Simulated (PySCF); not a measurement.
Computed shifts of a molecule CH2ClNOSi, KT2/pcSseg-1 run with PySCF, GIAO, gas phase, equivalent atoms averaged, in ppm (number of nuclei): ²⁹Si: -39.1 (1). ¹⁵N: 48.3 (1). ¹³C: 120.0 (1). ¹H: 5.80 (2). References: ²⁹Si against TMS (σ = 361.9 ppm); ³⁵Cl against HCl (σ = 945.4 ppm); ¹⁵N against NH3 (σ = 266.2 ppm); ¹³C against TMS (σ = 185.1 ppm); ¹⁷O against H2O (σ = 330.4 ppm); ¹H against TMS (σ = 31.47 ppm), references at their B3LYP-D3(BJ)/def2-TZVP geometries, non-relativistic (without spin–orbit terms, shifts of atoms bonded to Cl or Br come out too high). Coordinates come from a PBE0-D3(BJ)/def2-SVP optimisation. One conformer was computed; it need not be the lowest.

Task: Which molecule gave these data?
A. N#CO[SiH2]Cl
B. O=C=N[SiH2]Cl
C. Cl[Si@H]1N=CO1

Result: B, O=C=N[SiH2]Cl
